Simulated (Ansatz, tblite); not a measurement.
Spin states of the cluster Sr2S2, each relaxed with B3LYP-D4/def2-TZVP in Ansatz. Electronic energies in the gas phase.

In the def2 sets Sr takes a core potential; there is no spin–orbit coupling. The xTB rows come from tblite. HSE06 is defined as in plane-wave codes, on full-range PBE exchange. Correlated methods freeze 10 core orbitals; core or outer-core shells of Sr are correlated, in sets that lack core-valence functions. The structure comes from a short search, and lower isomers may exist.

Singlet geometry (D2h within 0.1 Å):

```xyz
4

Sr   -1.7221   -0.5508    0.1673
Sr    1.7231    0.5479   -0.1664
S     0.0064   -0.5916   -1.8812
S    -0.0074    0.5946    1.8803
```

Triplet geometry (C2v within 0.1 Å):

```xyz
4

Sr    1.676    1.279   -0.508
Sr   -1.778   -1.196    0.336
S     0.678   -1.239   -0.860
S    -0.576    1.156    1.032
```

Quintet geometry (D2h within 0.1 Å):

```csv
atom,x (Å),y (Å),z (Å)
Sr1,1.364,-0.664,-1.526
Sr2,-1.361,0.667,1.527
S3,-0.910,1.230,-1.348
S4,0.908,-1.232,1.347
```

⟨S²⟩: triplet 2.01 at PBE0-D4/def2-TZVP (pure 2.00), quintet 6.01 at PBE0-D4/def2-TZVP (pure 6.00).

Run but left out: HF/STO-3G (triplet: ⟨S²⟩ 2.97, where a pure state has 2.00).

Only these spin states were relaxed.

Task: Estimate which spin state lies lowest at each of these levels, and by how much: GFN1-xTB; GFN2-xTB; B97M-V/def2-TZVP; PBE0-D4/def2-TZVP; HSE06-D4/def2-TZVP; ωB97M-V/def2-TZVP; PBE-QIDH/def2-TZVP; RPA@PBE/def2-TZVP.

Result: 
| level | triplet − singlet (kcal/mol) | quintet − singlet (kcal/mol) | lowest of these |
| --- | --- | --- | --- |
| GFN1-xTB | 53.9 | 137.2 | singlet |
| GFN2-xTB | 25.2 | 66.4 | singlet |
| B97M-V/def2-TZVP | 41.5 | 106.3 | singlet |
| PBE0-D4/def2-TZVP | 47.4 | 106.1 | singlet |
| HSE06-D4/def2-TZVP | 46.2 | 106.5 | singlet |
| ωB97M-V/def2-TZVP | 57.0 | 109.2 | singlet |
| PBE-QIDH/def2-TZVP | 52.6 | 104.0 | singlet |
| RPA@PBE/def2-TZVP | 31.9 | 78.9 | singlet |

The xTB methods have no spin-polarisation term.
